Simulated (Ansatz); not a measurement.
`C[S][Zn][F]`, relaxed with RKS PBE0-D4/def2-TZVP in the Gaussian-basis code of Ansatz from a GFN2-xTB geometry. The force threshold is 0.005 eV/Å; the program also tests the step.

The species carries charge 0 and has multiplicity 1.

Start:

```xyz
7

C    -0.477    0.654   -0.369
S     0.475    0.908    1.161
Zn    1.341   -1.155    1.166
F     0.681   -2.287    0.012
H    -0.996   -0.301   -0.343
H    -1.202    1.462   -0.394
H     0.179    0.719   -1.232
```

Task: By how much does the energy fall, and how many steps does the optimiser take? (Best estimate.)

Result: Ansatz gave: 0.82 eV, in 12 steps.

Task: Which bonds change most? (Estimate.)

Result: The calculation gave: S2–Zn3 from 2.237 to 2.141 Å; Zn3–F4 from 1.746 to 1.750 Å; C1–H6 from 1.086 to 1.090 Å; C1–S2 from 1.821 to 1.824 Å.

Task: Give the relaxed structure. (Best estimate.)

Result: Ansatz gave: 
```xyz
7

C    -0.617    0.889   -0.410
S     0.367    0.607    1.100
Zn    1.069   -1.396    0.818
F     1.652   -3.032    0.606
H    -1.458    0.202   -0.480
H    -1.006    1.904   -0.325
H    -0.007    0.827   -1.309
```
